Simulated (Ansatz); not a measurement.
Program: Ansatz. Geometries: PBE0-D4/def2-TZVP. ΔE: electronic, gas phase. CCSD(T)/CBS is the MP2 limit (def2-TZVPP, def2-QZVPP) plus CCSD(T) − MP2 in def2-TZVPP, frozen cores. This one scheme is used for every species. One conformer a species, not always the lowest.

Reaction (formal exchange of groups at the Si–B bond): `CB([SiH3])[SiH3]` + `N[SiH2][SiH3]` → `N[SiH]([SiH3])[SiH3]` + `CB[SiH3]`

| species | SCS-MP2/def2-QZVPP energy (Eh) |
| --- | --- |
| `CB([SiH3])[SiH3]` | -646.28943 |
| `N[SiH2][SiH3]` | -637.00661 |
| `N[SiH]([SiH3])[SiH3]` | -927.26217 |
| `CB[SiH3]` | -356.03930 |

Q: Work out ΔE.

A: ΔE = (-927.26217) + (-356.03930) − (-646.28943) − (-637.00661) = -0.00543 Eh = -14.3 kJ/mol. CCSD(T)/CBS gives -14.8 kJ/mol.

Largest T1 diagnostic among the species: 0.013.

Leaving LDA and LC-ωPBE aside and taking each functional with its dispersion term where it has one, the values, not all of them listed here, spread over 3.5 kJ/mol, from HSE06-D4 to ωB97M-V. At CCSD(T), def2-SVP lies +4.9 kJ/mol from the extrapolated value and def2-TZVPP +0.8 kJ/mol.
